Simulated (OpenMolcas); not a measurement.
# neutral calcium: effect of the level shift or regulariser

| Item | Value |
| --- | --- |
| Program | OpenMolcas |
| Basis | ANO-RCC [10s9p6d4f2g] |
| Scalar Hamiltonian | DKH2, point nucleus |
| Active space | 2 electrons in 8 orbitals (4s 4p 5s 5p) |
| State averaging | 2S+1 = 3 even, 3 roots; 2S+1 = 1 even, 7 roots; 2S+1 = 3 odd, 3 roots; 2S+1 = 1 odd, 3 roots |
| Spin-orbit coupling | state interaction with AMFI integrals over the reference wave functions, term energies averaged over their components |

Methods on the same reference wave functions:
A. CASSCF
B. MS-CASPT2, IPEA 0.25 Eh, imaginary shift 0.1 Eh (closed shells correlated: 3s 3p)
C. MS-CASPT2, IPEA 0.25 Eh, sigma2 regulariser 0.3 Eh (closed shells correlated: 3s 3p)

Energies in cm⁻¹ above 4s² ¹S₀, the measured ground level; measured values from NIST Handbook of Basic Atomic Spectroscopic Data.

| Level | A | B | C | Measured |
| --- | --- | --- | --- | --- |
| 4s² ¹S₀ | 0.0 | 0.0 | 0.0 | 0.0 |
| 4s 4p ³P°₀ | 14406 | 15200 | 15280 | 15158 |
| 4s 4p ³P°₁ | 14444 | 15240 | 15320 | 15210 |
| 4s 4p ³P°₂ | 14519 | 15310 | 15400 | 15316 |
| 4s 4p ¹P°₁ | 28847 | 25950 | 26310 | 23652 |

Deviations, from unrounded energies. A percentage is the sum of absolute deviations over the sum of measured energies, with the sign that they share, or ± where signs differ.

```csv
Against measurement,Levels,A,B,C
mean absolute deviation (cm-1),4,1900,590,740
other configurations (%),4,±10.8,±3.4,+4.3
```

B lies closest to measurement on these levels and A furthest from it. The largest miss of B in the table is 4s 4p ¹P°₁, by +2300 cm-1. The ranking rests on the paired levels alone, and a cruder setting can come out closer through cancelling errors.

Between B and C the level of the table that moves most is 4s 4p ¹P°₁, by 360 cm-1 (lowest in B, highest in C). Moves below CASPT2's spread within the term are not significant.

The lowest spin-free term lies below A's lowest term by 0.275 hartree in B, 0.275 hartree in C.

Over all roots computed the reference weight is 0.87 to 0.94 in B; the roots of lowest weight are the least certain, and an intruder state may touch them. The run also gave levels led by 4s 5s, which use shells meant for correlation; these and all levels above them are left out. Without dynamic correlation excited terms often stand tens of per cent too high (terms of higher spin than the ground term too low), and those without a measured partner can miss by more than the paired ones (holds for A). Measured partners are found by configuration, term and J. A level has none where our copy of the source lacks it or the pairing is in doubt (some pairs that miss far off the trend of their configuration count as doubtful), and it then counts in no deviation. Levels of configurations outside the active space are missing. Levels that lie high or do not pair safely by name in every column are left out.

° marks odd parity.
